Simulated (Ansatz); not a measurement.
`[GeH3][SiH2][GeH3]` + CH₃SH → `CS[SiH2][GeH3]` + GeH₄ at 600 K and 1 bar (cleavage of the Si–Ge bond).

Computed with Ansatz on PBE0-D4/def2-TZVP structures; ΔE is electronic, products minus reactants. CCSD(T)/CBS is the MP2 limit (def2-TZVPP, def2-QZVPP) plus CCSD(T) − MP2 in def2-TZVPP, frozen cores. This one scheme is used for every species. For Ge outer-core shells are correlated without core-valence functions, which leaves a few kJ/mol of doubt a bond. Scalar relativity is left out up to krypton. Each species was taken in one conformer, which may not be the lowest.

```csv
species,CCSD(T)/CBS energy (Eh),H − E (kJ/mol),S (J/(mol·K))
`[GeH3][SiH2][GeH3]`,-4446.10285,236.3,478.2
CH₃SH,-438.22835,152.3,296.8
`CS[SiH2][GeH3]`,-2805.84917,281.2,495.4
GeH₄,-2078.49493,105.8,256.4
```

H − E and S are ideal-gas, rigid-rotor, harmonic terms from PBE0-D4/def2-TZVP, for one conformer and one mirror image of each species. 1 Eh = 2625.50 kJ/mol, R = 8.31446 J/(mol·K).

Question: By hand: ΔE, ΔH, ΔS and ΔG.

Answer: ΔE = (-2805.84917) + (-2078.49493) − (-4446.10285) − (-438.22835) = -0.01290 Eh = -33.9 kJ/mol. Δ(H − E) = 281.2 + 105.8 − 236.3 − 152.3 = -1.6, so ΔH = -35.5 kJ/mol. ΔS = 495.4 + 256.4 − 478.2 − 296.8 = -23.2 J/(mol·K). ΔG = -35.5 − 600 × (-23.2)/1000 = -21.6 kJ/mol.

Question: By hand: the equilibrium constant, and the temperature at which ΔG would vanish if ΔH and ΔS stayed fixed.

Answer: log₁₀ K = −ΔG/(RT ln 10) = 1.9. ΔG = 0 at ΔH/ΔS = 1530 K.

TΔS isn't small against ΔH here. A doubt of 5 kJ/mol in ΔE shifts log₁₀ K by 0.4 here. Other conformers and mirror images would add mixing entropy, several J/(mol·K) or more a flexible species. Modes under 60 cm⁻¹, often nearly free rotors, make the harmonic entropy too high. These are equilibria of isolated gas molecules and say nothing of rates. Largest T1 diagnostic: 0.012 (customary marks: 0.02 for closed shells, 0.045 for open ones).
